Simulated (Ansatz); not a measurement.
## The HOMO–LUMO gap down a group: B to Ga

One atom is swapped for its congeners: C6H18BN3 (tris(dimethylamino)borane) `CN(C)B(N(C)C)N(C)C`; C6H18AlN3 `C[N](C)[Al]([N](C)C)[N](C)C`; C6H18GaN3 `C[N](C)[Ga]([N](C)C)[N](C)C`. All are singlets with charge 0.

Shapes, held fixed at every level: PBE0-D4/def2-TZVP. Programs: Ansatz 0.2.0. Values in eV.

Question: How should the HOMO–LUMO gap change along the series?

Answer: At wB97X-V/def2-TZVPP the HOMO–LUMO gap isn't monotonic: it is largest for B and smallest for Al (10.78 and 10.40 eV). 2 of 6 levels show this order throughout; 2 agree on the largest and the smallest. Relativity is left out for Ga unless named. Orbital gaps aren't excitation energies, and the LUMO depends on the basis.

```
               level  C6H18BN3  C6H18AlN3  C6H18GaN3
    SPW92/def2-TZVPP      4.55       4.02       3.89
   PBE-D4/def2-TZVPP      4.65       4.16       4.04
r2SCAN-D4/def2-TZVPP      5.48       4.77       4.56
 B3LYP-D4/def2-TZVPP      6.16       5.78       5.72
 BHLYP-D4/def2-TZVPP      8.48       8.16       8.21
  wB97X-V/def2-TZVPP     10.78      10.40      10.49
```
